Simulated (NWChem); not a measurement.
**Correlation energy of CHCl₂**

```
C
H 1 1.0916
Cl 1 1.7010 2 117.43
Cl 1 1.7010 2 117.43 3 153.75
```
Charge 0, spin multiplicity 2.

The numbers come from NWChem runs, not from measurements. All single points use one geometry, from UPBE0/def2-SVP, a minimum by its harmonic frequencies.

Basis set: STO-3G. Each correlation energy counts from its own Hartree-Fock reference.

The correlated methods keep 11 core orbitals frozen. The structure started from a generated list of species. The unpaired electrons of the parent sit in orbitals of symmetry a' (Cs labels of the run); other states weren't searched. The stability of the SCF solutions was not checked. Open-shell Hartree-Fock references start from PBE0 orbitals. Coupled-cluster values serve here as a point of comparison, not as the truth.

Task: One of these methods gave a correlation energy of -75.0 mHa. Which?
A) UMP2
B) SCS-UMP2
C) CCSD(T) on ROHF
D) CCSD[T] on UHF

Result: D, CCSD[T] on UHF. The others give -58.9 (SCS-UMP2), -78.3 (CCSD(T) on ROHF), -54.9 (UMP2).
